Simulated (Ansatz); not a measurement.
Zn₅⁺, relaxed as a doublet with UKS PBE/def2-SVP in Ansatz, starting from the GFN1-xTB geometry. Force threshold 0.02 eV/Å.

The structure comes from a short search, and lower isomers may exist.

Start:

Cartesian coordinates in Å:
```
Zn -0.671 1.052 -1.114
Zn 0.352 0.888 1.567
Zn 0.166 -1.694 -0.709
Zn 1.835 0.313 -0.512
Zn -1.682 -0.559 0.767
```

(1) Estimate the energy that the relaxation releases and the steps that it takes.

(2) Does the start keep its bonding and symmetry?

(3) Predict the relaxed structure.

## Answers

(1) 0.22 eV, in 6 steps; 17 s on 4 threads of Arm Neoverse V2 on a shared host. No frequencies were taken in this run, so the end may be a saddle point.

(2) Bonds formed: Zn2–Zn3 (atoms count from 1). The end is the same structure that another start reached, the lowest one found. Point group Cs at the start, D3h at the end, both within 0.05 Å.

(3) 
Cartesian coordinates in Å:
```
Zn -0.6264 0.9789 -1.0504
Zn 0.3881 0.5247 1.4229
Zn 0.2368 -1.5013 -0.3751
Zn 1.9236 0.4773 -0.6996
Zn -1.9221 -0.4796 0.7022
```
Bond lengths (bridged metal pairs left out): 9 × Zn–Zn 2.62 to 2.71 Å.
